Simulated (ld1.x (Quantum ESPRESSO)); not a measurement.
## holmium (Ho): one change to a TM potential, before and after

ld1.x (Quantum ESPRESSO) 7.5 input, shortened:

```
&input
   title='Ho', zed=67., rel=2, dft='PBE', iswitch=3,
   config='[Xe] 4f11 5d0 6s1 6p0', rel_dist='average'
 /
 &inputp
   pseudotype=2, tm=.true., lloc=2,
   nlcc=.false.
 /
4
6S  1  0   1.00   0.00  2.90  2.90  0.0
5P  2  1   6.00   0.00  1.40  1.40  0.0
4F  4  3  11.00   0.00  1.05  1.05  0.0
5D  3  2   0.00   0.00  1.95  1.95  0.0
 &test
   configts(1)='4f11 5p6 5d0 6s1 6p0'
 /
```

Open shells are filled in proportion to 2j + 1 (rel_dist='average').

All-electron outer shells of the reference configuration (PBE, scalar-relativistic, ld1.x):

```tsv
shell	level (eV)	outermost node (bohr)	outermost maximum (bohr)
4d	-165.65	0.25	0.53
5s	-56.95	0.61	1.14
5p	-32.43	0.66	1.29
4f	-9.65	–	0.53
6s	-8.95	1.54	3.18
5d	-6.77	0.75	2.00
6p	-5.45	1.86	4.14
```

Change: all radii scaled by about 1.15 (s 3.34, p 1.60, d 2.24, f 1.20 bohr).

Cutoffs: the cutoffs (Ry, on a coarse ladder) from which the occupation-weighted sum of valence levels, in a spherical-Bessel basis at the reference potential, stays within 10 and 1 mRy of its value at 400 Ry; they do not see the model core or the augmentation charge, which bear on the density cutoff. Errors are all-electron minus pseudo energies relative to the spin-unpolarised reference configuration.

Question: What does the change do?

Answer: Both files keep a bound ghost (p, s); of the 6 tests that both files solve, the error grows in 1 and shrinks in 3 by more than 15 % and 0.3 meV (median size 227.7 → 191.0 meV).

| quantity | base | changed |
| --- | --- | --- |
| cutoffs, loose and tight | not determined | 300 Ry, over 300 Ry |
| bound ghosts | p3/2, s | p3/2, s |
| tests counted (converged, no solver errors) | 6 of 7 | 6 of 7 |
| error for 4f11 5p6 5d0 6s2 6p0, meV [ΔE -6.31 eV] | +2.3 | +2.7 |
| error for 4f11 5p6 5d0 6s0 6p0, meV [ΔE 11.81 eV] | +8.0 | +8.1 |
| error for 4f10 5p6 5d0 6s0 6p0, meV [ΔE 37.69 eV] | -487 | -310 |
| error for 4f11 5p5 5d0 6s2 6p0, meV [ΔE 25.15 eV] | -127 | -109 |
| error for 4f12 5p6 5d0 6s0 6p0, meV [ΔE 1.83 eV] | -328 | -273 |
| error for 4f10 5p6 5d1 6s2 6p0, meV [ΔE -1.78 eV] | -711 | -558 |

Base: Tests not counted: 4f11 5p6 5d0 6s0 6p2 (solver errors, printed error -3660 eV). These tests converged, but a pseudo level misses the all-electron one widely, so the file describes the atom poorly there or has found another state: 4f10 5p6 5d0 6s0 6p0: empty 6s by 4.0 eV (a node warning on the way). ld1.x printed “convergence not achieved” for 2 of the counted tests; their residual had stalled under 1e-8, short of the target of 1e-14. Changed file: Tests not counted: 4f11 5p6 5d0 6s0 6p2 (solver errors, printed error -3329 eV). These tests converged, but a pseudo level misses the all-electron one widely, so the file describes the atom poorly there or has found another state: 4f10 5p6 5d0 6s0 6p0: empty 6s by 4.1 eV (a node warning on the way). ld1.x printed “convergence not achieved” for 2 of the counted tests; their residual had stalled under 1e-8, short of the target of 1e-14. A true bound ghost makes a file unfit for plane-wave use even where its test errors are small: the radial tests pick states by their node count and pass the ghost by. Where a test does run into it, the solver fails or the error is huge.
